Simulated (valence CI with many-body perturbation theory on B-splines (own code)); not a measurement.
Sensitivity of CI+MBPT for Eu30+

Calculated by valence CI with perturbative core correlation (CI+MBPT): five valence electrons over a frozen Dirac-Fock core [Ar] 3d10, a basis of 6 s, 6 p, 5 d, 3 f, 1 g functions for each j, with the one-electron correlation potential Σ1, the two-electron term Σ2, the three-electron term Σ3, Breit, model QED; selected CI, second order for the rest, scaled by the run's own slope (own B-spline code, finite nucleus).

The last digits are not significant, and no measured levels were compared; by estimate large intervals hold to a few tenths of a per cent, small ones and those within an open d or f shell to about a per cent. Among the levels kept, up to 410 cm⁻¹ of a level comes from second order outside the variational space, and about a tenth of that is noise between levels of different J, which matters for small intervals.

The reference run has the lowest level (4s^2 4p1/2^2 4p3/2) J=3/2 and an ionisation energy of 1168.35 eV. Its largest variational space holds 10000 state functions.

Levels are named by their leading jj configuration (3d3/2^4 stands for four electrons in 3d with j = 3/2), which in mixed levels can hold well under half, so a name can repeat and another be missing. Letters in brackets count levels of one name in rising energy.

Changed runs:
A. hole-hole ladder in Σ2 on → off
B. logarithmic knot step 0.27 → 0.33
C. scale of Σ1 1 → 0.8
D. scale of Σ1 1 → 2 (bad on purpose)

Excitation energies of the reference run in cm⁻¹, and shifts in cm⁻¹:

| Level | Reference | A | B | C | D |
| --- | --- | --- | --- | --- | --- |
| (4s^2 4p1/2 4p3/2^2) J=3/2 | 281905 | -53 | -2.3 | -261 | +1309 |
| (4s^2 4p1/2 4p3/2^2) J=5/2 | 316205 | -16 | -2.3 | -265 | +1329 |
| (4s^2 4p1/2 4p3/2^2) J=1/2 | 359387 | +38 | -2.2 | -269 | +1345 |
| (4s^2 4p3/2^3) J=3/2 | 646612 | -11 | -4.6 | -532 | +2664 |
| (4s 4p1/2^2 4p3/2^2) J=5/2 | 842868 | -71 | -5.0 | -156 | +775 |
| (4s^2 4p1/2^2 4d3/2) J=3/2 | 902659 | -34 | -4.2 | +54 | -292 |
| (4s 4p1/2^2 4p3/2^2) J=1/2 | 944776 | +14 | -5.1 | -184 | +917 |
| (4s 4p1/2^2 4p3/2^2) J=3/2 | 984202 | +0.4 | -4.5 | -24 | +131 |
| (4s^2 4p1/2^2 4d5/2) J=5/2 | 1043140 | -18 | -3.9 | +96 | -482 |
| (4s 4p1/2 4p3/2^3) J=3/2 [a] | 1147620 | -83 | -7.1 | -371 | +1852 |
| (4s 4p1/2 4p3/2^3) J=5/2 | 1186150 | -61 | -6.8 | -302 | +1490 |
| (4s^2 4p1/2 4p3/2 4d3/2) J=3/2 [a] | 1198950 | -74 | -6.1 | -123 | +610 |
| Ionisation energy (eV) | 1168.35 | -0.028 | -0.0015 | -0.28 | +1.42 |
